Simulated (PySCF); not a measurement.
# Reading the logs of faulty runs: AlCGeH7N

Calculated results; nothing here was measured. The program is PySCF 2.14.0, an open-source quantum chemistry code, run on an isolated molecule that a program drew, which may never have been made. The molecule is AlCGeH7N (charge 0, doublet), drawn as the SMILES string `N[CH][AlH][GeH3]`.

Each row is a Hartree-Fock (HF) and frozen-core CCSD(T) single point in the cc-pV(D+d)Z basis, meant for a local HF minimum. Run 1 is clean. Each other run has one planted mistake out of seven kinds, and not every kind appears here: one electron removed, one electron added, multiplicity raised by two, geometry at a saddle point, minimal basis STO-3G, one bond length entered in bohr, all coordinates scaled. The reference is restricted for singlets and unrestricted otherwise, and also for a bond in bohr. Adding or removing an electron swaps singlet and doublet. Electrons count all cores. HOMO and LUMO are orbital energies over both spins, the gradient is its largest component, and the lowest frequency (negative if imaginary) is given only where the gradient is small. Bond lengths are over the 10 bonds as drawn. T1 is the CCSD diagnostic: over 0.02 (restricted) or 0.045 (unrestricted) a single reference is doubtful. Germanium has the cc-pVDZ-PP basis, with a core potential (ECP10MDF) in place of its 10 inner electrons, and its 3s, 3p and 3d shells are frozen in CCSD(T).

Geometry of the clean run:
```xyz
11
AlCGeH7N, angstrom
N    -1.8297    1.9709    0.1657
C    -1.3500    2.3163   -1.0752
Al   -0.3810    1.2238   -2.3098
Ge    0.3027   -1.1038   -1.6645
H    -1.4592    1.1547    0.6082
H    -2.0678    2.6980    0.8096
H    -1.6421    3.3291   -1.3515
H    -0.0172    1.8349   -3.7230
H    -0.3874   -2.1830   -2.5184
H    -0.0409   -1.4340   -0.1970
H     1.8171   -1.3382   -1.8130
```

| run | electrons | basis functions | <S^2> | HOMO (eV) | LUMO (eV) | gradient (hartree/bohr) | lowest frequency (cm^-1) | mean bond (Å) | longest bond (Å) | T1 | HF (hartree) | CCSD(T) (hartree) | mistake |
|---|---|---|---|---|---|---|---|---|---|---|---|---|---|
| 1 | 65 | 109 | 0.758 | -7.59 | 1.10 | 2.0e-05 | 55 | 1.5091 | 2.510 | 0.0212 | -631.65426 | -632.18657 | no fault |
| 2 | 65 | 109 | 3.771 | -4.77 | -1.90 | 4.2e-02 | - | 1.5091 | 2.510 | 0.0221 | -631.49010 | -632.00981 | multiplicity raised by two |
| 3 | 65 | 109 | 0.757 | -7.23 | 1.48 | 8.2e-02 | - | 1.3944 | 2.320 | 0.0169 | -631.58642 | -632.10915 | all coordinates scaled |
| 4 | 65 | 109 | 1.715 | -7.50 | 0.87 | 1.3e-02 | - | 1.7324 | 4.744 | 0.0234 | -631.57438 | -632.08482 | one bond length entered in bohr |
| 5 | 66 | 109 | 0.000 | -0.21 | 7.49 | 3.9e-02 | - | 1.5091 | 2.510 | 0.0146 | -631.62090 | -632.19912 | ? |
| 6 | 64 | 109 | 0.000 | -14.20 | -5.26 | 1.1e-01 | - | 1.5091 | 2.510 | 0.0199 | -631.42225 | -631.94830 | ? |

**Which mistake was planted in run 5, and what did it cost?**

It counts 66 electrons, one more than the clean run, at the same geometry and basis. So the mistake is: one electron added. Subtracting run 1 and multiplying by 627.51 kcal/mol a hartree, the energy moved by 20.9 kcal/mol in HF and -7.9 kcal/mol in CCSD(T).

**Which mistake was planted in run 6, and what did it cost?**

It counts 64 electrons, one fewer than the clean run, at the same geometry and basis. So the mistake is: one electron removed. Subtracting run 1 and multiplying by 627.51 kcal/mol a hartree, the energy moved by 145.6 kcal/mol in HF and 149.5 kcal/mol in CCSD(T).

